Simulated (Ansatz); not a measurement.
Geometry optimisation, Ansatz 0.2.0, RKS B3LYP-D4/def2-SVP.

Input:

```yaml
crystal:
  periodic: [false, false, false]
  atoms:
    - { symbol: C, position_ang: [-1.4524, 0.1108, 0.9339] }
    - { symbol: C, position_ang: [-0.153, 0.5039, 0.3132] }
    - { symbol: O, position_ang: [0.7235, 0.8147, 1.3245] }
    - { symbol: Ge, position_ang: [0.5951, -0.9923, -0.7331] }
    - { symbol: S, position_ang: [-0.75257, -1.64678, -2.28915] }
    - { symbol: H, position_ang: [-2.2316, -0.0642, 0.1179] }
    - { symbol: H, position_ang: [-1.8584, 1.0201, 1.5111] }
    - { symbol: H, position_ang: [-1.3669, -0.7045, 1.5905] }
    - { symbol: H, position_ang: [-0.2736, 1.4, -0.3191] }
    - { symbol: H, position_ang: [1.5411, 1.2427, 0.9267] }
    - { symbol: H, position_ang: [0.86134, -2.15915, 0.31787] }
    - { symbol: H, position_ang: [1.97728, -0.5426, -1.29374] }
    - { symbol: H, position_ang: [-1.80989, -1.87523, -1.31705] }
basis:
  gaussian: { orbitals: def2-SVP }
hamiltonian:
  xc: b3lyp
  dispersion: d4
relax:
  f_tol: 0.015
  max_steps: 40
```

Launched with:

```bash
$ ansatz run input.yaml --threads 2 --pin off --max-ram 3072MiB --backend cpu --events-out ev --progress --plain --runs-dir out
```

Problem. Where does it end, and by what steps?

Solution. The run converged. After 8 steps the energy has fallen by 0.494 eV; H13 moved furthest, 0.45 Å.

```json
{"step": "0", "energy less start (eV)": "0.0000", "largest force component (eV/Å)": "2.929", "accepted": "yes"}
{"step": "1", "energy less start (eV)": "-0.4412", "largest force component (eV/Å)": "0.836", "accepted": "yes"}
{"step": "2", "energy less start (eV)": "-0.4626", "largest force component (eV/Å)": "0.273", "accepted": "yes"}
{"step": "3", "energy less start (eV)": "-0.4872", "largest force component (eV/Å)": "0.103", "accepted": "yes"}
{"step": "4", "energy less start (eV)": "-0.4880", "largest force component (eV/Å)": "0.118", "accepted": "yes"}
{"step": "5", "energy less start (eV)": "-0.4921", "largest force component (eV/Å)": "0.070", "accepted": "yes"}
{"step": "6", "energy less start (eV)": "-0.4933", "largest force component (eV/Å)": "0.025", "accepted": "yes"}
{"step": "7", "energy less start (eV)": "-0.4939", "largest force component (eV/Å)": "0.015", "accepted": "yes"}
{"step": "8", "energy less start (eV)": "-0.4940", "largest force component (eV/Å)": "0.012", "accepted": "yes"}
```

```xyz
13
Properties=species:S:1:pos:R:3
C -1.475 0.208 1.021
C -0.157 0.537 0.343
O 0.785 0.897 1.348
Ge 0.574 -1.017 -0.672
S -0.727 -1.586 -2.428
H -2.237 -0.066 0.275
H -1.838 1.080 1.590
H -1.357 -0.628 1.730
H -0.315 1.368 -0.373
H 1.548 1.311 0.924
H 0.751 -2.223 0.276
H 1.936 -0.626 -1.291
H -1.690 -2.147 -1.661
```

The run took 39 s on 2 threads of Arm Neoverse V2, on a shared host, peak memory 0.36 GiB.
